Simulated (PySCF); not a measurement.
F2H5NSi2, SMILES N[SiH2][SiH](F)F.

Geometry optimised at PBE-D3(BJ)/def2-SVP. This is a generated structure with no PubChem entry under its InChIKey; it may be hypothetical. The values are those of a single conformer.

Level of theory: TDA-PBE/def2-SVPD (PySCF).

Vertical excitations. Isolated molecule, no solvent. State labels are in the subgroup Cs.

```json
[
 {"state": "S1", "symmetry": "A'", "energy (eV)": "4.88", "λ (nm)": "254", "f": "0.047", "main pairs": "HOMO→LUMO 96 %"},
 {"state": "S2", "symmetry": "A\"", "energy (eV)": "5.16", "λ (nm)": "241", "f": "0.005", "main pairs": "HOMO→LUMO+1 98 %"},
 {"state": "S3", "symmetry": "A'", "energy (eV)": "6.24", "λ (nm)": "199", "f": "0.019", "main pairs": "HOMO→LUMO+2 76 %, HOMO→LUMO+3 20 %"},
 {"state": "S4", "symmetry": "A'", "energy (eV)": "6.53", "λ (nm)": "190", "f": "0.006", "main pairs": "HOMO−1→LUMO 74 %, HOMO→LUMO+3 12 %"},
 {"state": "S5", "symmetry": "A'", "energy (eV)": "6.79", "λ (nm)": "183", "f": "0.107", "main pairs": "HOMO→LUMO+3 44 %, HOMO→LUMO+4 25 %, HOMO−1→LUMO 19 %"},
 {"state": "S6", "symmetry": "A'", "energy (eV)": "6.86", "λ (nm)": "181", "f": "0.076", "main pairs": "HOMO→LUMO+4 67 %, HOMO→LUMO+3 18 %"},
 {"state": "S7", "symmetry": "A\"", "energy (eV)": "6.91", "λ (nm)": "179", "f": "0.003", "main pairs": "HOMO−1→LUMO+1 82 %"},
 {"state": "S8", "symmetry": "A'", "energy (eV)": "7.07", "λ (nm)": "175", "f": "0.010", "main pairs": "HOMO→LUMO+5 95 %"},
 {"state": "S9", "symmetry": "A\"", "energy (eV)": "7.11", "λ (nm)": "174", "f": "0.004", "main pairs": "HOMO→LUMO+6 91 %"},
 {"state": "S10", "symmetry": "A\"", "energy (eV)": "7.17", "λ (nm)": "173", "f": "0.013", "main pairs": "HOMO−2→LUMO 79 %, HOMO−1→LUMO+1 13 %"},
 {"state": "T1", "symmetry": "A'", "energy (eV)": "4.31", "λ (nm)": "288", "f": "0", "main pairs": "HOMO→LUMO 99 %"},
 {"state": "T2", "symmetry": "A\"", "energy (eV)": "4.72", "λ (nm)": "262", "f": "0", "main pairs": "HOMO→LUMO+1 99 %"},
 {"state": "T3", "symmetry": "A'", "energy (eV)": "5.90", "λ (nm)": "210", "f": "0", "main pairs": "HOMO→LUMO+2 93 %"},
 {"state": "T4", "symmetry": "A'", "energy (eV)": "6.03", "λ (nm)": "206", "f": "0", "main pairs": "HOMO−1→LUMO 90 %"}
]
```
Triplets are in the Tamm–Dancoff approximation.
